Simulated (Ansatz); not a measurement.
Relaxation of CH₆GaN (9 atoms, charge 0, multiplicity 1), to a largest force component of 0.02 eV/Å in at most 40 steps.

Method: RKS PBE0-D4/def2-SVP (Ansatz).

```xyz
9
Properties=species:S:1:pos:R:3:forces:R:3
Ga 0.000 0.000 0.000 0.20 -0.03 1.63
N 0.000 0.000 1.930 -0.05 -0.01 -1.01
H -0.877 -0.271 2.460 1.88 0.72 -0.55
H 0.877 0.271 2.460 -1.88 -0.72 -0.56
C 1.715 0.000 -0.990 -0.05 0.26 0.26
H 2.044 -1.046 -1.160 -0.04 0.31 0.02
H 1.578 0.508 -1.967 0.12 -0.21 0.27
H 2.484 0.538 -0.398 -0.07 -0.24 -0.28
H -1.360 0.000 -0.785 -0.13 -0.10 0.22
```

Task: Where does it end, and by what steps?

Result: The run converged. The force dipped under the threshold on the way, but the program's further checks kept it going. After 13 steps the energy has fallen by 0.356 eV; H7 moved furthest, 0.41 Å.

```tsv
step	energy less start (eV)	largest force component (eV/Å)	accepted
0	0.0000	1.884	yes
1	-0.2830	1.194	yes
2	-0.3310	0.965	yes
3	-0.3458	0.354	yes
4	-0.3528	0.034	yes
5	-0.3536	0.033	yes
6	-0.3542	0.043	yes
7	-0.3545	0.077	yes
8	-0.3547	0.092	yes
9	-0.3551	0.066	yes
10	-0.3555	0.024	yes
11	-0.3556	0.010	yes
12	-0.3558	0.029	yes
13	-0.3558	0.012	yes
```

```xyz
9
Properties=species:S:1:pos:R:3
Ga 0.001 -0.116 0.009
N 0.001 0.088 1.813
H -0.828 0.039 2.391
H 0.829 0.265 2.369
C 1.712 0.009 -0.945
H 1.923 -0.932 -1.477
H 1.673 0.807 -1.703
H 2.550 0.218 -0.263
H -1.399 -0.378 -0.645
```

Whether the end is a true minimum wasn't checked by a vibrational analysis.

The run took 27 s on 2 threads of Intel(R) Xeon(R) Platinum 8375C CPU @ 2.90GHz (Ice Lake), with other jobs on the host, peak memory 0.2 GiB.
